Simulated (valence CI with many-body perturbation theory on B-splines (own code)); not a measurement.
# From CI to CI+MBPT in Ne V

Calculated by relativistic CI+MBPT: four valence electrons over a frozen Dirac-Fock core [He], radial functions for each j: 11 s, 11 p, 9 d, 7 f, 5 g, 2 h, 1 i, with the one-electron correlation potential Σ1 (screened to all orders), the two-electron term Σ2, the three-electron term Σ3, Breit, model QED; selected single and double excitations, second order for the rest, scaled by the run's own slope (own B-spline code, finite nucleus).

Against 24 measured levels this calculation errs by 82 cm⁻¹ on average and by 205 at most. These come from a selection out of NIST levels in Podobedova, Fuhr, Reader and Wiese, J. Phys. Chem. Ref. Data 33, 525 (2004). Levels without a partner in it may be off by more. Among the levels kept, up to 260 cm⁻¹ of a level comes from second order outside the variational space, and about a tenth of that is noise between levels of different J, which matters for small intervals. 3 measured levels below the end of the list, from 690000 cm⁻¹ on, found no clear computed partner, and computed levels of the same name lie up to 8653 cm⁻¹ from them.

Each rung adds one term. CI alone is the Dirac-Coulomb CI over the frozen core; QED comes last and gives the full result, which names the levels. Energies are above 2s2 2p2 3P_0 on the same rung, in cm⁻¹.

| Level | CI alone |
| --- | --- |
| 2s2 2p2 3P_1 | 440 |
| 2s2 2p2 3P_2 | 1262 |
| 2s2 2p2 1D_2 | 30453 |
| 2s2 2p2 1S_0 | 63826 |
| 2s 2p3 5S°_2 | 89174 |
| 2s 2p3 3D°_3 | 177212 |
| 2s 2p3 3D°_2 | 177195 |
| 2s 2p3 3D°_1 | 177199 |
| 2s 2p3 3P°_2 | 209414 |
| 2s 2p3 3P°_1 | 209404 |
| 2s 2p3 3P°_0 | 209395 |
| 2s 2p3 1D°_2 | 273193 |
| 2s 2p3 3S°_1 | 282864 |
| 2s 2p3 1P°_1 | 306408 |
| 2p4 3P_2 | 416322 |
| 2p4 3P_1 | 417116 |

(1) What do these energies become with core correlation, Breit and QED?

(2) How does the ionisation energy move along the ladder, and which term matters most?

## Answers

(1) 2s2 2p2 3P_1 411 (-29); 2s2 2p2 3P_2 1109 (-154); 2s2 2p2 1D_2 30387 (-66); 2s2 2p2 1S_0 64092 (+266); 2s 2p3 5S°_2 88237 (-937); 2s 2p3 3D°_3 175875 (-1337); 2s 2p3 3D°_2 175946 (-1249); 2s 2p3 3D°_1 175971 (-1228); 2s 2p3 3P°_2 208265 (-1149); 2s 2p3 3P°_1 208271 (-1133); 2s 2p3 3P°_0 208303 (-1092); 2s 2p3 1D°_2 270769 (-2424); 2s 2p3 3S°_1 279602 (-3262); 2s 2p3 1P°_1 304109 (-2298); 2p4 3P_2 412801 (-3520); 2p4 3P_1 413591 (-3525).

(2) CI alone 126.16, + Σ1 126.34, + Σ2 126.32, + Σ3 126.29, + Breit 126.27, + QED 126.27 eV. The largest step is Σ1, 0.17 eV. NIST lists 126.247 eV (measured).
